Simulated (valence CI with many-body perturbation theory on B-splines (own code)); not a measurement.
Values are calculated unless marked as measured or tabulated.
Sensitivity of CI+MBPT for Dy53+

Method: configuration interaction combined with many-body perturbation theory (CI+MBPT): three valence electrons over a frozen Dirac-Fock core [Ne], a basis of 6 s, 6 p, 5 d, 3 f, 1 g functions for each j, with the one-electron correlation potential Σ1, the two-electron term Σ2, the three-electron term Σ3, Breit, model QED; selected CI, second order for the rest, scaled by the run's own slope (own B-spline code, finite nucleus).

No measured spectrum was set against this ion. As an estimate, large intervals hold to a few tenths of a per cent, small ones and those within an open d or f shell to about a per cent.

The reference run has the lowest level (3s^2 3p1/2) J=1/2 and an ionisation energy of 5066.93 eV. Its largest variational space holds 2780 state functions.

Levels are named by their leading jj configuration (3d3/2^4 stands for four electrons in 3d with j = 3/2), which in mixed levels can hold well under half, so a name can repeat and another be missing. Letters in brackets count levels of one name in rising energy.

Changed runs:
A. cutoff of virtual states (hartree) 8712 → 10440
B. scale of Σ1 1 → 0.8
C. three-electron term on → off
D. highest l in the core sums 6 → 2 (bad on purpose)

Excitation energies of the reference run in cm⁻¹, and shifts in cm⁻¹:

```
                     Level  Reference        A      B      C      D
        (3s 3p1/2^2) J=1/2    1123550      -14   +414    -99    -63
        (3s^2 3p3/2) J=3/2    1705300     +8.0   -219   -8.4    +50
(3s 3p1/2 3p3/2) J=3/2 [a]    2625410     -6.1   +195   -237    -65
    (3s 3p1/2 3p3/2) J=5/2    2749050     -5.7   +189   -174   +112
(3s 3p1/2 3p3/2) J=3/2 [b]    2903330     -1.8   +187   -128   +883
    (3s 3p1/2 3p3/2) J=1/2    2973100     -6.4   +195    -11    -99
        (3s^2 3d3/2) J=3/2    3329800      +17   +160   +315  +4717
        (3s^2 3d5/2) J=5/2    3657750      +21    -40   +234  +5375
     (3p1/2^2 3p3/2) J=3/2    4018450      -12   +588   -292  +1459
(3s 3p1/2 3d3/2) J=3/2 [a]    4128520     +3.2   +572    -29  +4795
    (3s 3p1/2 3d3/2) J=5/2    4218720     +7.6   +564    -28  +5684
    (3s 3p1/2 3d3/2) J=1/2    4401090     +7.8   +566   +167  +5490
    Ionisation energy (eV)    5066.93  +0.0028  -0.22  +0.07  +0.14
```
